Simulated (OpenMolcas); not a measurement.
Ag2+ with 6 ligands (fluoride) in octahedral coordination (Oh) at 2.25 Å. A charge of +0.667 e stands 3.2 Å behind each ligand. Ligand basis ANO-RCC-VDZP.

| Quantity | Value |
| --- | --- |
| Program | OpenMolcas |
| Method | SS-CASPT2, IPEA 0.25 Eh, imaginary shift 0.1 Eh (closed shells correlated: 4s 4p and the ligand valence shells) |
| Basis | ANO-RCC-VTZP [7s6p4d2f1g] |
| Scalar Hamiltonian | DKH2, point nucleus |
| Active space | 9 electrons in 5 orbitals (4d) |
| State averaging | 2S+1 = 2 even, 5 roots |
| Spin-orbit coupling | RASSI with atomic mean-field integrals over the reference wave functions |

(1) What is the spin-free ground state (labels of O, the rotations of Oh)?

(2) Where is the first state of the same spin?

(3) What are the lowest two levels with spin-orbit coupling?

(4) What is χT at 300 K, and how does it compare with the textbook value?

(5) Which ligand-field parameters describe the states?

Results:

(1) 2E, 2-fold in its orbital part, 100 % from free-ion D terms; it has the highest spin that d9 allows.

(2) 2T2 at 9400 cm-1 above the ground state.

(3) A 4-fold level Γ8, then a 2-fold level Γ7 8090 cm-1 above it. Their leading multiplicities are 2 (100 %) and 2 (100 %).

(4) The lowest level has 2S+1 = 2, for which the spin-only value is χT = S(S+1) / 2 = 0.375 cm3 K/mol (g = 2). The computed 0.644 at 300 K differs by +0.269, through orbital momentum, spin-orbit coupling and any other state in reach.

(5) The gap between the two states is 10Dq = 9397 cm-1. 

Roots that are degenerate in the reference are averaged as groups; the widest CASPT2 spread within a group is 110 cm-1 (the 3-fold group of multiplicity 2 near 9400 cm-1 above the lowest state of its run). Shifts and gaps below about the spread of the groups concerned are not significant. Over all roots computed the reference weight is 0.70; a low but even weight reflects the number of correlated electrons. An orbital doublet at a regular site is open to a Jahn-Teller distortion, which this geometry leaves out. Ligand-to-metal charge-transfer states are missing. With one d shell and no ligand orbital active, 10Dq can be off by a tenth or more. Free-ion shares, where given, are those of the reference states; single-state CASPT2 does not remix them. No measured value stands beside these numbers; the geometry was imposed, not optimised, and the real ion may take another.
